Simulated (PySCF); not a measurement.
Structure problem from calculated spectra and properties.

Elements present: C, F, H and O. Monoisotopic mass: 188.0449 u.

| Item | Value |
| --- | --- |
| NMR, other nuclei | isotropic shieldings of nuclei other than C and H, by class: 204 (1 O), 273 (3 F) ppm [GIAO PBE0/pcSseg-1] |
| 13C NMR | chemical shifts (computed TMS as zero) by class: 165.4 (1 C), 134.6 (1 C), 130.1 (1 C), 129.2 (1 C), 128.1 (1 C), 126.2 (1 C), 114.8 (1 C), 80.5 (1 C), 33.1 (1 C) ppm [GIAO PBE0/pcSseg-1] |
| Triplet | lowest triplet excitation (Tamm–Dancoff): 3.95 eV [TDA PBE0/def2-SVPD] |
| UV, first state | lowest singlet excitation: 4.98 eV (249 nm, f = 0.052) [TDDFT PBE0/def2-SVPD] |
| Rotational structure | rotational constants A, B, C: 1.945, 0.527, 0.479 GHz [PBE0-D3(BJ)/def2-SVP] |
| UV, strongest line | among the 10 lowest singlet transitions: S6 at 6.80 eV (182 nm, f = 0.412) [TDDFT PBE0/def2-SVPD] |
| Couplings | largest of the computed one-bond spin–spin couplings (means over like bonds): 19F–13C -346.6 (×3), 13C–1H +171.5, 13C–1H +168.9, 13C–1H +166.9, 13C–1H +165.9, 13C–1H +160.2, 13C–1H +142.3, 13C–1H +141.4 Hz [B3LYP/pcJ-1, spin–dipole term left out for some pairs] |
| Dipole | 2.39 D [PBE0/def2-SVPD] |
| 1H NMR | chemical shifts (computed TMS as zero) by class: 7.34 (1 H), 7.30 (1 H), 7.03 (1 H), 7.01 (1 H), 4.62 (1 H), 3.41 (1 H), 3.23 (1 H) ppm [GIAO PBE0/pcSseg-1] |
| Polarisability | 105.4 au [PBE0/def2-SVPD] |

Electronic properties: PySCF, gas phase, density fitting. Levels stand in brackets. NMR shifts are as computed; neighbouring signals can stand in another order in a measured spectrum. Isolated species at its PBE0-D3(BJ)/def2-SVP geometry (one conformer only). Each NMR value is the plain mean over a class of atoms that symmetry, rotation or inversion makes alike.

**Question.** Which formula fits the mass and the elements?

**Answer.** C9H7F3O (calculated 188.0449). No other formula that holds each of these elements comes within 0.0003 u with a fitting electron parity and a possible valence count.

**Question.** Propose a structure and show how it fits.

**Answer.** Numbering: `[F:1][C:2]([F:3])([F:4])[C@@H:5]1[CH2:6][c:7]2[cH:8][cH:9][cH:10][cH:11][c:12]2[O:13]1`. Its formula, C9H7F3O, gives 5 degrees of unsaturation: 2 rings and 3 π bonds in the structure found (Kekulé form). 9 carbons fall into 9 classes; from least to most shielded: aromatic carbon bearing oxygen [C12] (165.4 ppm), aromatic CH carbon [C10] (134.6 ppm), aromatic CH carbon [C8] (130.1 ppm), CF3 carbon [C2] (129.2 ppm), substituted aromatic carbon [C7] (128.1 ppm), aromatic CH carbon [C9] (126.2 ppm), aromatic CH carbon [C11] (114.8 ppm), ring sp3 carbon bound to oxygen [C5] (80.5 ppm), benzylic-type carbon [C6] (33.1 ppm). Hydrogen classes from least to most shielded: 1 H on an aromatic CH carbon, C8 (7.34 ppm), 1 H on an aromatic CH carbon, C10 (7.30 ppm), 1 H on an aromatic CH carbon, C9 (7.03 ppm), 1 H on an aromatic CH carbon, C11 (7.01 ppm), 1 H on an sp3 carbon bound to oxygen, C5 (4.62 ppm), 1 H on a benzylic-type carbon, C6 (3.41 ppm), 1 H on a benzylic-type carbon, C6 (3.23 ppm). The other shieldings belong to: 204 ppm, aryl ether oxygen [O13]; 273 ppm, fluorine of a CF3 group [F1/F3/F4]. The couplings run between: -346.6 Hz, fluorine of a CF3 group [F1] and CF3 carbon [C2] (with 2 like pairs); +171.5 Hz, aromatic CH carbon [C11] and its hydrogen; +168.9 Hz, aromatic CH carbon [C9] and its hydrogen; +166.9 Hz, aromatic CH carbon [C10] and its hydrogen; +165.9 Hz, aromatic CH carbon [C8] and its hydrogen; +160.2 Hz, sp3 carbon bound to oxygen [C5] and its hydrogen; +142.3 Hz, benzylic-type carbon [C6] and its hydrogen; +141.4 Hz, benzylic-type carbon [C6] and its hydrogen. S1 is mainly HOMO→LUMO (weight 0.84); the largest Löwdin shares of the orbital it empties are 0.19 on the aryl ether oxygen, 0.19 on an aromatic CH carbon, 0.15 on the aromatic carbon bearing oxygen and 0.13 on the substituted aromatic carbon, of the orbital it fills 0.19 on an aromatic CH carbon, 0.18 on an aromatic CH carbon, 0.16 on the substituted aromatic carbon and 0.16 on an aromatic CH carbon. The optimised geometry has point group C1 and is an asymmetric top. Structure: `C(F)(F)(F)[C@H]1Oc2ccccc2C1`. Computed isomers that give other values at the same levels: `O=Cc1ccc(CC(F)(F)F)cc1` (rotational constant A: 2.306 GHz; this holds for the one conformer computed). The assignments are read from this structure; whether some other isomer fits the data as well wasn't checked. The mirror image fits equally.

Shape of the structure used: `[F:1][C:2]([F:3])([F:4])[C@@H:5]1[CH2:6][c:7]2[cH:8][cH:9][cH:10][cH:11][c:12]2[O:13]1`: F1–C2–C5–C6 -62°.

One-bond C–F couplings are unscaled; at this level they come out some 30 % too large in size.
